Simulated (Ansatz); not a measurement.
## Telling isomers of C3H10OSi apart by their spectra

These gas-phase data were calculated for one isomer of C3H10OSi at PBE0-D3(BJ)/def2-SVP (harmonic, unscaled wavenumbers; equilibrium rotational constants with average atomic masses):

| Quantity | Value |
| --- | --- |
| rotational constants | 3.342, 3.296, 3.115 GHz |
| all wavenumbers above 1500 cm⁻¹ | 3939, 3167, 3163, 3160, 3159, 3151, 3149, 3059, 3052, 3051 |
| dipole moment | 1.41 D (PBE0/def2-SVPD) |

Candidates:

(1) `CC[Si@H](C)O`, a singlet
(2) `C[Si](C)(C)O`, a singlet

Task: Which candidate do the data belong to?

Result: Candidate (2). No mode falls between 2000 and 2380 cm⁻¹, where the Si–H stretch of (1) would stand.

The same quantities for all candidates:

|  | rotational constants (GHz) | wavenumbers above 1500 cm⁻¹ | dipole (D) | E above the lowest, PBE0-D3(BJ)/def2-SVP (kcal/mol) |
| --- | --- | --- | --- | --- |
| (1) | 4.668, 2.791, 2.299 | 3938, 3171, 3166, 3145, 3139, 3095, 3061, 3051, 3045, 2187 | 1.18 | 12.3 |
| (2) | 3.342, 3.296, 3.115 | 3939, 3167, 3163, 3160, 3159, 3151, 3149, 3059, 3052, 3051 | 1.41 | 0.0 |

Each candidate is one conformer. Programs: Ansatz 0.2.0.
